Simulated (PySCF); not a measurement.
Fractional electron number in Mn (manganese, neutral)

The 4s beta orbital of [Ar] 3d5 4s2 is emptied in steps (occupation f), with all orbitals relaxed, ending at [Ar] 3d5 4s1. Computed with PySCF 2.14 in aug-cc-pVTZ-DK, with scalar relativity by spin-free X2C-1e. The exact energy is a straight line in f; departures are measured from the line between the end points of the same method.

```tsv
f	BHandHLYP (eV)
1	0.000
0.9	-0.141
0.7	-0.334
0.5	-0.406
0.3	-0.349
0.1	-0.153
0	0.000
```

```
   method  E(f=0) − E(f=1) (eV)  −ε at f=1 (eV)  −ε at f=0.5 (eV)
BHandHLYP                 7.356           5.803             7.313
```

Orbital energy along the path (eV):

```
  f  BHandHLYP
  1     -5.803
0.9     -6.092
0.7     -6.688
0.5     -7.313
0.3     -7.979
0.1     -8.705
  0     -8.963
```

Reference removal energy between the ground levels: 7.434 eV (measured; NIST Atomic Spectra Database, ionization energies).
